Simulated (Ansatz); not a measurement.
Ansatz (a program for electronic structure) job for C3H7S, SMILES C[C](C)S, multiplicity 2, CAM-B3LYP/def2-SVPD. The structure is a stationary point at B3LYP-D3(BJ)/def2-SVP. The isomer is the one that the SMILES or the coordinates give; other isomers of the formula were not compared. The values are those of a single conformer.

Ansatz 0.2 input:
```yaml
crystal:
  periodic: [false, false, false]
  atoms:
    - {symbol: C, position_ang: [1.33219625, -1.05994766, 0.06244672]}
    - {symbol: C, position_ang: [0.01592710, -0.36544491, 0.20921958]}
    - {symbol: C, position_ang: [-1.25870862, -1.14057851, 0.12669875]}
    - {symbol: S, position_ang: [0.02930989, 1.35111008, -0.18252559]}
    - {symbol: H, position_ang: [1.52204647, -1.39464261, -0.97977472]}
    - {symbol: H, position_ang: [1.36302797, -1.96288507, 0.69571275]}
    - {symbol: H, position_ang: [2.17386968, -0.41139580, 0.35362784]}
    - {symbol: H, position_ang: [-2.10679126, -0.59681275, 0.57606179]}
    - {symbol: H, position_ang: [-1.54435071, -1.37145977, -0.92180712]}
    - {symbol: H, position_ang: [-1.15864307, -2.10431032, 0.65346708]}
    - {symbol: H, position_ang: [-1.25460559, 1.61957164, 0.15293171]}
basis:
  gaussian:
    orbitals: def2-SVPD
hamiltonian:
  xc: {name: CAM-B3LYP}
magnetization: {spin_polarized: true, initial_magnetization: 1}
```

It prints:

```
WARN ansatz: RAYON_NUM_THREADS=1 ignored (pool sized by the plan → 1); use --threads N
Functional definition: CAM-B3LYP
integrals: 0.08 GiB planned
1230 factors; their error is unknown
integrals: 0.11 GiB planned
506 factors; integrals over basis functions are off by at most 2.1e-5 eV
mean field: 1.06 GiB planned
mean field evaluation 1: about -14047.5800 eV, gradient 3.0e1 eV
mean field evaluation 2: about -14047.7157 eV, gradient 2.9e1 eV
mean field evaluation 4: about -14052.1839 eV, gradient 1.6e0 eV
mean field evaluation 8: about -14052.2018 eV, gradient 1.5e-1 eV
mean field evaluation 16: about -14052.2298 eV, gradient 5.1e-4 eV
mean field -14052.22979439 eV, -516.4099200005 hartree, gradient 5.3e-5 eV, S^2 0.755892; 0 other end points of the search recorded, 0 dependent functions left out
reference -14052.22993392 eV, -516.4099251280 hartree; 21, 20 occupied and 122, 123 virtual orbitals, 1230 factors
Total energy: -14052.22993392 eV, -516.4099251280 hartree
```

The run converged.

Cost: roughly 12 core-seconds.
